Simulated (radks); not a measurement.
Spin polarisation of the 4f3 shell in Pr2+. Start: [Xe] 4f(up 1.5, down 1.5); electrons of 4f are moved from spin down to spin up, other shells keep equal spins. All-electron calculation, scalar-relativistic Kohn-Sham, SCAN, spin-polarised, spherical densities, finite nucleus; meta-GGA in the generalised Kohn-Sham scheme; Fermi nuclear charge, rms radius of each element as measured or else 0.836 A^(1/3) + 0.57 fm. Program: a radial shooting solver on a logarithmic mesh with Libxc functionals.

moment (Bohr magnetons)  E - E(0) (eV)  e(4f up) (eV)  e(4f down) (eV)  5p down minus up (eV)  5s down minus up (eV)  4d down minus up (eV)
0                                0.000        -13.149          -13.149                  0.000                 0.000                 0.000
0.75                            -0.130        -13.480          -12.789                  0.257                  0.328                  0.697
1.5                             -0.521        -13.779          -12.400                  0.517                  0.660                  1.393
2.25                            -1.168        -14.045          -11.985                  0.779                  0.995                  2.086

At moment 2.25 the spin-polarisation energy is -1.168 eV and the 4f exchange splitting 2.060 eV, that is 0.916 eV per Bohr magneton; E = -I m^2/4 would give I = 0.923 eV.
